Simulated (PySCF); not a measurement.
CH$_{3}$Cl$_{3}$Sn, singlet, at a GFN2-xTB geometry (such geometries of metal compounds can be far from the true shape) (all electrons, no relativity).

Here is a job for PySCF.
```python
from pyscf import gto, scf

mol = gto.Mole()
mol.atom = '''
    C    -2.412129   -0.346223    0.105054
    Sn   -0.218337   -0.031339    0.009509
    Cl    0.795331   -1.341509   -1.623272
    Cl    0.340733    2.173140   -0.478091
    Cl    0.839905   -0.548012    2.015304
    H    -2.581350   -1.340023    0.499652
    H    -2.821673    0.413029    0.759110
    H    -2.798796   -0.250249   -0.901553
'''
mol.basis = 'sto-3g'
mol.charge = 0
mol.spin = 0
mol.verbose = 4
mol.build()

mf = scf.RHF(mol)
mf.kernel()
```

Estimate the Mulliken (on the basis functions themselves) charges in atom order that HF/STO-3G in PySCF returns for this input.

C1 -0.34, Sn2 1.33, Cl3 -0.41, Cl4 -0.41, Cl5 -0.41, H6 0.08, H7 0.08, H8 0.08

What is the computed number of basis functions (HF/STO-3G)?

62

What is the computed total energy (HF/STO-3G)?

-7366.4398 Eh

Give the nuclear repulsion energy at the level HF/STO-3G.

875.9731 Eh
